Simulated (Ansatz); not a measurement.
Program: Ansatz. Geometries: PBE0-D4/def2-TZVP. ΔE: electronic, gas phase. CCSD(T)/CBS is the MP2 limit (def2-TZVPP, def2-QZVPP) plus CCSD(T) − MP2 in def2-TZVPP, frozen cores. This one scheme is used for every species. Functionals use def2-TZVPP. HSE06 is defined as in plane-wave codes. For Zn outer-core shells are correlated without core-valence functions, which leaves a few kJ/mol of doubt a bond. Scalar relativity is left out up to krypton. Each species was taken in one conformer, which may not be the lowest.

Reaction (ligand exchange at the Si–O bond): `[SiH3][O][Zn][O][SiH3]` + HCl → `[SiH3]Cl` + `[OH][Zn][O][SiH3]`

CCSD(T)/CBS gives +14.2 kJ/mol.

Task: Another level gave +11.9 kJ/mol. Which?
A. CCSD/def2-TZVPP
B. PBE/def2-TZVPP
C. HSE06-D4/def2-TZVPP
D. ωB97X-V/def2-TZVPP

Result: D. ωB97X-V 11.9, PBE -1.8, HSE06-D4 5.8, CCSD/def2-TZVPP 20.4 kJ/mol.

Largest T1 diagnostic among the species: 0.016.

In def2-TZVPP, CCSD(T) changes the Hartree–Fock value by −7.4 kJ/mol (the triples alone add −1.7 kJ/mol) and MP2 by −10.9 kJ/mol. Leaving LDA and LC-ωPBE aside and taking each functional with its dispersion term where it has one, the values, not all of them listed here, spread over 20.1 kJ/mol, from PBE-D4 to BHLYP-D4. LDA lies +5.8 kJ/mol from PBE without D4. From PBE to PBE0 (25 % exact exchange), in def2-TZVPP and without D4, ΔE moves by +6.1 kJ/mol.
